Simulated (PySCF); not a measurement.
Constitutional and geometric isomers with formula CH3B2N. All species are isolated molecules in the gas phase. One relaxed conformer stands for each flexible species; it need not be the lowest. Strings in code marks are SMILES.

The four lowest singlet excitations (Tamm–Dancoff). Level of theory: PBE0-D3(BJ)/def2-TZVP run with PySCF 2.14.0. Excitations are Tamm–Dancoff values on a coarser integration grid. The basis has no diffuse functions, so Rydberg states are missing or too high.

```csv
state,energy (eV),wavelength (nm),oscillator strength
S1,2.40,517,0.000
S2,4.84,256,0.030
S3,5.07,245,0.000
S4,5.33,232,0.402
```

Q: Say which member gives these states.
(A) `[H]/B=C/N=B`
(B) `B=NB=C`
(C) `B=BN=C`
(D) `[H]/B=C\B=N`

A: A, `[H]/B=C/N=B`
